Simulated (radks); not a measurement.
Radial electron density D(r) = 4 pi r^2 rho(r) of an atom or ion with 42 electrons. Calculated with a radial shooting solver on a logarithmic mesh with Libxc functionals: non-relativistic Kohn-Sham, TPSS, spin-polarised, spherical densities, point nucleus; meta-GGA in the generalised Kohn-Sham scheme.

r (bohr),D(r) (e/bohr),spin D(r)
0.001054,2.077,-0.0000318
0.001198,2.635,-0.0000403
0.001373,3.385,-0.0000518
0.00156,4.272,-0.0000653
0.001787,5.452,-0.0000833
0.002031,6.832,-0.000104
0.002327,8.645,-0.000132
0.002645,10.74,-0.000164
0.00303,13.44,-0.000205
0.003444,16.49,-0.000251
0.003946,20.34,-0.000309
0.004485,24.58,-0.000372
0.005138,29.77,-0.000448
0.005839,35.26,-0.000528
0.00669,41.68,-0.000619
0.007604,48.13,-0.000705
0.008711,55.17,-0.000789
0.009901,61.66,-0.000848
0.01134,67.99,-0.000866
0.01289,72.98,-0.000802
0.01465,76.61,-0.000592
0.01679,78.65,-0.0000690
0.01908,78.75,0.000951
0.02186,77.14,0.00310
0.02484,74.63,0.00700
0.02846,71.99,0.0149
0.03235,70.78,0.0287
0.03706,72.11,0.0553
0.04212,76.49,0.0994
0.04826,84.23,0.179
0.05485,93.02,0.302
0.06284,101.4,0.506
0.07142,105.9,0.788
0.08183,105.0,1.20
0.093,99.11,1.68
0.1066,90.16,2.26
0.1211,83.18,2.77
0.1387,81.02,3.11
0.1577,84.52,3.08
0.1807,90.52,2.57
0.2053,92.55,1.68
0.2334,86.48,0.664
0.2674,71.08,-0.00913
0.3039,53.20,0.263
0.3482,38.22,1.83
0.3957,32.21,4.26
0.4533,32.96,6.97
0.5152,34.89,8.61
0.5903,32.79,8.63
0.6709,25.96,7.10
0.7686,16.44,4.72
0.8736,8.629,2.62
1.001,3.410,1.11
1.138,1.117,0.390
1.303,0.2563,0.0974
1.481,0.04738,0.0195
1.697,0.005495,0.00246
1.929,0.0004947,0.000238

What is the nuclear charge?

Answer. Z = 62. The innermost maximum, from 1s, lies near 1/Z = 0.0161 bohr (found: 0.0180), and its height grows with Z. The density is that of the samarium ion Sm20+ in [Kr] 4d6; the configuration itself is not fixed sharply by these data, and Z only to a few units. D(r) has 4 maxima, at r = 0.0180, 0.0749, 0.200, 0.524 bohr, and minima at 0.0326, 0.135, 0.412 bohr, inside which lie 1.97, 11.37, 29.11 electrons.
